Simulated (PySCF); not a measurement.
Write Cartesian coordinates for `O=C([O-])c1cocn1` as optimised with GFN2-xTB. (Charge -1.)

```
atom  x, y, z in Å
O1     2.481   -0.727    0.256
C2     1.893    0.300   -0.114
O3     2.343    1.377   -0.503
C4     0.340    0.150   -0.057
C5    -0.322   -0.968    0.350
O6    -1.666   -0.748    0.272
C7    -1.745    0.514   -0.186
N8    -0.614    1.088   -0.396
H9     0.017   -1.922    0.695
H10   -2.719    0.941   -0.340
```

Any rigid rotation of these coordinates is as good. Atoms count from 1 in this order. N8 (pyridine-type nitrogen) is bent (angle 105.3°). The C–C distances run from 1.361 Å (C4–C5, aromatic) to 1.562 Å (C2–C4, drawn single), a spread of 0.201 Å. The 5-membered ring C4–C5–O6–C7–N8 has internal angles of 103.2° to 115.0°; it is planar, 0.00 Å rms from its mean plane, widest ring torsion 0°. C2 (carboxylate carbon) is planar (angles 130.2°, 117.4° and 112.4°, sum 360.0°, 0.00 Å off the plane of its three neighbours).

Bonds between heavy atoms (Å): O1=C2 1.240, C2–O3 1.230, C2–C4 1.562, C4–C5 1.361, C5–O6 1.365, O6–C7 1.346, C7–N8 1.285, C4–N8 1.380.

Structure optimised with GFN2-xTB, isolated species.

Point group: Cs (tolerance 0.08 Å). No frequency check.

All values are computed, not measured.
